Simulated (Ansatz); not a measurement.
Diatomic MnS, multiplicity 6 (the spin of the measured ground state). No spin–orbit coupling. Mn is treated without relativity. The T1 diagnostic near the minimum is 0.058, so single-reference values are doubtful.

D_e counts from the fitted minimum to each atom's lowest state at the same level, without counterpoise.

The values were computed with Ansatz (Gaussian orbitals). Each number belongs to the level named beside it.

One of these levels gives 344.8 kJ/mol for the bond energy D_e. Name it.
(A) B3LYP/def2-TZVPP
(B) SVWN5/def2-TZVPP
(C) B97M-V/def2-TZVPP
(D) PBE/def2-TZVPP

C, B97M-V/def2-TZVPP. The others give 472.6 (SVWN5/def2-TZVPP), 403.8 (PBE/def2-TZVPP), 300.2 (B3LYP/def2-TZVPP)

Doubts at one or more of the structures used: a spin-contaminated determinant (B97M-V/def2-TZVPP).

Ansatz is a quantum-chemistry and plane-wave program.
